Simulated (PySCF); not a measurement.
GeBr2, SMILES [Br][Ge][Br] (connectivity only; charge and spin as stated), neutral, multiplicity 1. Atoms are numbered in the order given.

```xyz
3

Ge     0.0000     0.0000     1.0225
Br     0.0000     1.8107    -0.4674
Br     0.0000    -1.8107    -0.4674
```
Charge 0, spin multiplicity 1.

Geometry: PBE0-D3(BJ)/def2-SVP. The isomer is the one that the SMILES or the coordinates give; other isomers of the formula were not compared.

Method: PBE/def2-TZVPD in PySCF.

The molecule is in vacuum.

Estimate the frontier levels, gap, dipole moment and polarisability. (Estimate from the structure and the level; the computed values follow.)


```yaml
highest_occupied_level: -6.78 eV
lowest_empty_level: -3.94 eV
orbital_gap: 2.84 eV
dipole_moment: 1.66 D
quadrupole, principal values (traceless, Buckingham form, about the centre of nuclear charge): -4.65, 2.10, 2.56 D·Å
mean_static_polarisability: 82.2 bohr³ (12.18 Å³)
polarisability_principal_values: 58.1, 79.3, 109.3 bohr³
```
